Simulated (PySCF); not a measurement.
NaGa: one state, many levels of theory

State: ¹Σ⁺ (singlet), closed shell. Set-up: PySCF, no relativity, basis sets Na 6-31G(d,p), Ga 6-31G(d,p). De refers to Na + Ga in their high-spin ground configurations, without counterpoise correction. A positive dipole means Na(−)Ga(+).

```json
{"Level": "RHF-MP2", "Re (Å)": "3.111", "ωe (cm⁻¹)": "168", "De (eV)": "0.463", "μ (D)": "n/a"}
{"Level": "RHF-SCS-MP2", "Re (Å)": "3.123", "ωe (cm⁻¹)": "166", "De (eV)": "0.50", "μ (D)": "n/a"}
{"Level": "RHF-CCSD", "Re (Å)": "3.128", "ωe (cm⁻¹)": "160", "De (eV)": "0.65", "μ (D)": "n/a"}
{"Level": "RHF-CCSD(T)", "Re (Å)": "3.130", "ωe (cm⁻¹)": "157", "De (eV)": "0.70", "μ (D)": "n/a"}
{"Level": "LDA", "Re (Å)": "3.041", "ωe (cm⁻¹)": "161", "De (eV)": "1.06", "μ (D)": "-1.47"}
{"Level": "PBE", "Re (Å)": "3.127", "ωe (cm⁻¹)": "152", "De (eV)": "0.83", "μ (D)": "-1.42"}
{"Level": "r²SCAN", "Re (Å)": "3.124", "ωe (cm⁻¹)": "157", "De (eV)": "0.66", "μ (D)": "-2.06"}
{"Level": "PBE0", "Re (Å)": "3.114", "ωe (cm⁻¹)": "159", "De (eV)": "0.70", "μ (D)": "-2.10"}
{"Level": "M06", "Re (Å)": "3.123", "ωe (cm⁻¹)": "153", "De (eV)": "0.93", "μ (D)": "-1.67"}
{"Level": "LC-ωPBE", "Re (Å)": "3.062", "ωe (cm⁻¹)": "175", "De (eV)": "0.450", "μ (D)": "-3.79"}
{"Level": "B2PLYP", "Re (Å)": "3.104", "ωe (cm⁻¹)": "161", "De (eV)": "0.69", "μ (D)": "-2.26"}
```

Question: Which functional lies closest to RHF-CCSD(T) in De, which farthest, and by how much do they differ from it?

Answer: Closest is PBE0 (-1.6 pm in Re, +1.3 % in ωe, +0.00 eV in De against RHF-CCSD(T) in the same basis), farthest LDA (-8.9 pm in Re, +2.5 % in ωe, +0.36 eV in De). CCSD(T) converges more slowly with the basis than the functionals do and binds too weakly in this one, so the order can change at the basis-set limit.

Question: What does the step from GGA to meta-GGA do here, going from PBE to r²SCAN?

Answer: r²SCAN less PBE: -0.3 pm in Re, +3.3 % in ωe, -0.17 eV in De. 

Question: What does the gradient correction do here, going from LDA to PBE?

Answer: PBE less LDA: +8.6 pm in Re, -5.6 % in ωe, -0.23 eV in De. The gradient correction favours the more uneven density of free atoms, so it tends to lengthen bonds and takes away much of the overbinding of LDA; so it does here.

Correlated steps freeze 10 core orbitals. Closed-shell solutions of metal pairs were not tested for spin polarisation, which can lower them a little. Correlated levels converge slowly with the basis: in double zeta they bind strong bonds too weakly, by up to about 1 eV, and carry superposition errors of some tenths. Where the molecule has an RHF reference, its open-shell atoms are computed with UHF. B2PLYP dipoles, levels and charges come from its SCF part alone.
